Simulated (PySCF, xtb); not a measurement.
1-[(1R,2R)-2-fluorocyclopropyl]ethanone (C5H7FO), SMILES CC(=O)[C@H]1C[C@H]1F.

GFN2-xTB run with xtb 6.7.1 at its own geometry gives an orbital gap of 4.03 eV and a dipole moment of 4.56 D.

The structure is a stationary point at B3LYP-D3(BJ)/def2-SVP. The values are those of a single conformer.

Problem. What does PBE0/def2-TZVP (PySCF) give? (The exact figures need the calculation; the answer reports its results.)

Solution. gap 6.81 eV (levels -7.37 and -0.56 eV), dipole 3.87 D.
